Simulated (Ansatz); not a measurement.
Two isomers of C2H5ClZn: A = `[CH3][Zn][CH2]Cl`, B = `C[CH2][Zn][Cl]`.

Isolated molecules relaxed with PBE0-D4/def2-TZVP in Ansatz; ΔE leaves out vibrations. CCSD(T)/CBS adds triple-zeta CCSD(T) − MP2 to the extrapolated MP2 energy (def2 sets, frozen cores). DFT in def2-TZVPP. B3LYP here is the variant with VWN-RPA as its local correlation; programs differ in this. For Zn outer-core shells are correlated without core-valence functions, which leaves a few kJ/mol of doubt a bond. Scalar relativity is left out up to krypton. One conformer a species, not always the lowest.

A:

```xyz
9

C    -0.158   -1.066   -1.651
Zn   -0.064   -0.116    0.033
C     0.067    0.902    1.699
Cl    0.912    2.441    1.278
H     0.340   -0.501   -2.442
H     0.327   -2.043   -1.575
H    -1.196   -1.226   -1.951
H     0.663    0.425    2.476
H    -0.891    1.185    2.133
```

B:

```xyz
9

C     0.5826   -0.9709   -0.3455
C     0.1658    0.1349    0.6204
Zn   -1.1060    1.4154   -0.0906
Cl   -2.4902    2.8083   -0.8671
H     1.2996   -1.6541    0.1214
H     1.0583   -0.5724   -1.2449
H    -0.2687   -1.5732   -0.6717
H    -0.2807   -0.2916    1.5239
H     1.0393    0.7035    0.9542
```

(1) Which isomer does CCSD(T)/CBS put lower? Give the gap. (An estimate is asked.)

(2) Give E(B) − E(A) in kJ/mol with MP2/def2-TZVPP, B3LYP-D4, PBE-D4, CCSD(T)/def2-TZVPP, B3LYP, HF/def2-TZVPP, B2PLYP. (Best estimate.)

Largest T1 diagnostic: 0.013.

Answers

(1) Ansatz gave: B, by 174.6 kJ/mol.

(2) The calculation gave: MP2/def2-TZVPP -172.1, B3LYP-D4 -170.9, PBE-D4 -162.3, CCSD(T)/def2-TZVPP -171.6, B3LYP -171.2, HF/def2-TZVPP -198.7, B2PLYP -172.4. None reverses the order clearly.

From PBE to PBE0 (25 % exact exchange), in def2-TZVPP and without D4, E(B) − E(A) moves by −9.9 kJ/mol. In def2-TZVPP, CCSD(T) changes the Hartree–Fock value by +27.0 kJ/mol (the triples alone add +4.4 kJ/mol) and MP2 by +26.6 kJ/mol.
